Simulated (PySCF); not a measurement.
## Correlation energy of S (sulfur, neutral)

[Ne] 3s2 3p4, high-spin 3P determinant. All numbers are calculated (PySCF 2.14, no relativity, point nucleus, in dyall-av3z (19s12p3d2f, 84 functions)). Frozen: [Ne]; 6 electrons correlated; the 26 highest virtual orbitals of each spin left out.

```json
{"level": "CCSD", "correlation energy (mhartree)": "-142.55"}
{"level": "(T)", "correlation energy (mhartree)": "-5.04"}
{"level": "CCSD(T)", "correlation energy (mhartree)": "-147.59"}
```

Diagnostics: T1 = 0.0100, D1 = 0.0312, largest double amplitude 0.038.

Cost of the coupled-cluster step: about 8 core-seconds, for 6 correlated electrons.

Iterations:

```
CC2 = 0
CCSD nocc = (np.int64(4), np.int64(2)), nmo = (53, 53)
frozen orbitals [[0, 1, 2, 3, 4, 58, 59, 60, 61, 62, 63, 64, 65, 66, 67, 68, 69, 70, 71, 72, 73, 74, 75, 76, 77, 78, 79, 80, 81, 82, 83], [0, 1, 2, 3, 4, 58, 59, 60, 61, 62, 63, 64, 65, 66, 67, 68, 69, 70, 71, 72, 73, 74, 75, 76, 77, 78, 79, 80, 81, 82, 83]]
max_cycle = 100
direct = 0
conv_tol = 1e-08
conv_tol_normt = 1e-06
diis_space = 8
diis_start_cycle = 0
Init t2, MP2 energy = -0.120000825828769
Init E_corr(UCCSD) = -0.120000825829287
cycle = 1  E_corr(UCCSD) = -0.136982160104856  dE = -0.0169813343  norm(t1,t2) = 0.0452045
cycle = 2  E_corr(UCCSD) = -0.140764044542939  dE = -0.00378188444  norm(t1,t2) = 0.0153922
cycle = 3  E_corr(UCCSD) = -0.142609574597323  dE = -0.00184553005  norm(t1,t2) = 0.00654866
cycle = 4  E_corr(UCCSD) = -0.142550723550883  dE = 5.88510464e-05  norm(t1,t2) = 0.00100267
cycle = 5  E_corr(UCCSD) = -0.142550523081066  dE = 2.00469818e-07  norm(t1,t2) = 0.000256335
cycle = 6  E_corr(UCCSD) = -0.142552869272658  dE = -2.34619159e-06  norm(t1,t2) = 0.000101576
cycle = 7  E_corr(UCCSD) = -0.142552767435249  dE = 1.01837409e-07  norm(t1,t2) = 3.46054e-05
cycle = 8  E_corr(UCCSD) = -0.142552792795928  dE = -2.5360679e-08  norm(t1,t2) = 9.42223e-06
cycle = 9  E_corr(UCCSD) = -0.142552739469148  dE = 5.33267806e-08  norm(t1,t2) = 2.40827e-06
cycle = 10  E_corr(UCCSD) = -0.14255273216539  dE = 7.3037581e-09  norm(t1,t2) = 6.64724e-07
UCCSD converged
E(UCCSD) = -397.65533905107  E_corr = -0.1425527321653896
UCCSD(T) correction = -0.00504479016717913
```
